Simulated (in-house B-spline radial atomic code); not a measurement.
# BP86 excitations of the nickel ion Ni¹⁸⁺

Method: BP86. Computed with a B-spline radial code for spherical atoms: linear response of the closed shell [He] 2s2 2p6 with the functional's adiabatic kernel; non-relativistic, point nucleus, no spin-orbit coupling, no double excitations, S, P, D and F terms only. Only terms of natural parity with L up to 3 were computed.

Command:
```bash
python run_td.py task.json out
```
Settings (radii: box in bohr, nucleus in fm):
```
Z                        28
electrons                10
configuration            [He] 2s2 2p6
hamiltonian              nr
method                   b88,p86
box_radius               6.14
intervals                49
```

Cost of the run: 0.2 s on 1 thread of Arm Neoverse N1 (shared host).

The lowest states, in the order of their Tamm-Dancoff energies; the method's threshold (minus the highest occupied level) is 1489.82 eV. Labels give the largest channel, * marks a mixed state, and oscillator strengths are full-response dipole values. Semilocal kernels can invert the small singlet-triplet splittings of Rydberg terms. Energies in eV:

```json
{"state": "2p → 3s 3P", "full response": "871.22", "Tamm-Dancoff": "871.23", "oscillator strength": "-"}
{"state": "2p → 3s 1P", "full response": "?", "Tamm-Dancoff": "?", "oscillator strength": "?"}
{"state": "2p → 3p 3S", "full response": "?", "Tamm-Dancoff": "?", "oscillator strength": "-"}
{"state": "2p → 3p 3D", "full response": "906.19", "Tamm-Dancoff": "906.21", "oscillator strength": "-"}
{"state": "2p → 3p 1D", "full response": "908.88", "Tamm-Dancoff": "908.88", "oscillator strength": "-"}
{"state": "2p → 3p 1S", "full response": "930.46", "Tamm-Dancoff": "931.26", "oscillator strength": "-"}
{"state": "2p → 3d 3P", "full response": "954.42", "Tamm-Dancoff": "954.44", "oscillator strength": "-"}
{"state": "2p → 3d 3F", "full response": "955.01", "Tamm-Dancoff": "955.04", "oscillator strength": "-"}
{"state": "2p → 3d 1F", "full response": "958.10", "Tamm-Dancoff": "958.10", "oscillator strength": "-"}
{"state": "2p → 3d 1P", "full response": "973.36", "Tamm-Dancoff": "973.77", "oscillator strength": "2.81"}
```

Task: Where does 2p → 3s 1P lie?

Result: At 874.41 eV in full response, 874.44 eV in Tamm-Dancoff, oscillator strength 0.177.

Task: Where does 2p → 3p 3S lie?

Result: At 903.68 eV in full response, 903.72 eV in Tamm-Dancoff.

Task: How large is the singlet-triplet splitting of 2p → 3s (P terms) in Tamm-Dancoff?

Result: 3.21 eV, from the unrounded values.

Task: What polarisabilities and dispersion coefficient does the method give?

Result: Dipole 0.004064 bohr³, quadrupole 0.0003798 bohr⁵, C6 0.0005115 hartree·bohr⁶ for two such species.
